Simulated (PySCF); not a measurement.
SMILES C=C(F)/C(F)=C\N(C)C, C$_{6}$H$_{9}$F$_{2}$N

Molfile (atoms numbered from 1):
```
C6H9F2N
     RDKit          3D

 18 17  0  0  0  0  0  0  0  0999 V2000
    3.3207    0.2382    0.1264 C   0  0  0  0  0  0  0  0  0  0  0  0
    2.0209   -0.0567    0.0164 C   0  0  0  0  0  0  0  0  0  0  0  0
    1.5932   -0.8050   -1.0127 F   0  0  0  0  0  0  0  0  0  0  0  0
    0.9867    0.2925    0.9698 C   0  0  0  0  0  0  0  0  0  0  0  0
    1.5049    0.7310    2.1410 F   0  0  0  0  0  0  0  0  0  0  0  0
   -0.3670    0.1997    0.9357 C   0  0  0  0  0  0  0  0  0  0  0  0
   -1.2524    0.0170   -0.0842 N   0  0  0  0  0  0  0  0  0  0  0  0
   -2.5461   -0.5375    0.2119 C   0  0  0  0  0  0  0  0  0  0  0  0
   -0.9251    0.1916   -1.4728 C   0  0  0  0  0  0  0  0  0  0  0  0
    4.0323   -0.1503   -0.6024 H   0  0  0  0  0  0  0  0  0  0  0  0
    3.6689    0.8490    0.9570 H   0  0  0  0  0  0  0  0  0  0  0  0
   -0.8367    0.3536    1.9147 H   0  0  0  0  0  0  0  0  0  0  0  0
   -2.6081   -1.6191   -0.0161 H   0  0  0  0  0  0  0  0  0  0  0  0
   -2.7733   -0.4096    1.2800 H   0  0  0  0  0  0  0  0  0  0  0  0
   -3.3274   -0.0243   -0.3731 H   0  0  0  0  0  0  0  0  0  0  0  0
   -1.8106    0.5857   -1.9980 H   0  0  0  0  0  0  0  0  0  0  0  0
   -0.6105   -0.7404   -1.9730 H   0  0  0  0  0  0  0  0  0  0  0  0
   -0.1093    0.9201   -1.5736 H   0  0  0  0  0  0  0  0  0  0  0  0
  1  2  2  0
  2  3  1  0
  2  4  1  0
  4  5  1  0
  4  6  2  0
  6  7  1  0
  7  8  1  0
  7  9  1  0
  1 10  1  0
  1 11  1  0
  6 12  1  0
  8 13  1  0
  8 14  1  0
  8 15  1  0
  9 16  1  0
  9 17  1  0
  9 18  1  0
M  END
```

Method used: TDDFT CAM-B3LYP/aug-cc-pVDZ circular dichroism and optical rotation, one conformer, gas phase in PySCF. Geometry: PBE0-D3(BJ)/def2-SVP.

No stereocentre is labelled: unless the shape is locked (an allene, a helicene, a hindered biaryl), the mirror image is equally populated and a measured rotation or CD is zero.

Problem. Draw the ECD and absorption spectra from the lowest 12 states, each a Gaussian of half-width 0.3 eV at 1/e height.

Solution. 
| E (eV) | λ (nm) | Δε (L mol⁻¹ cm⁻¹) | ε (L mol⁻¹ cm⁻¹) |
| --- | --- | --- | --- |
| 3.98 | 311 | +1.26 | 1820 |
| 4.13 | 300 | +4.97 | 7550 |
| 4.28 | 289 | +11.64 | 19100 |
| 4.43 | 280 | +15.78 | 29400 |
| 4.58 | 270 | +11.85 | 27700 |
| 4.73 | 262 | +4.47 | 16000 |
| 4.88 | 254 | +1.19 | 6000 |
| 5.03 | 246 | +2.25 | 2120 |
| 5.18 | 239 | +3.91 | 1740 |
| 5.33 | 232 | +3.85 | 1990 |
| 5.48 | 226 | +3.45 | 2150 |
| 5.63 | 220 | +5.53 | 2510 |
| 5.78 | 214 | +9.12 | 2940 |
| 5.93 | 209 | +11.21 | 3010 |
| 6.08 | 204 | +12.10 | 2720 |
| 6.23 | 199 | +14.85 | 2540 |

Δε uses R in velocity form, ε uses f in length form. Only the states computed contribute, so the short-wavelength end is incomplete.
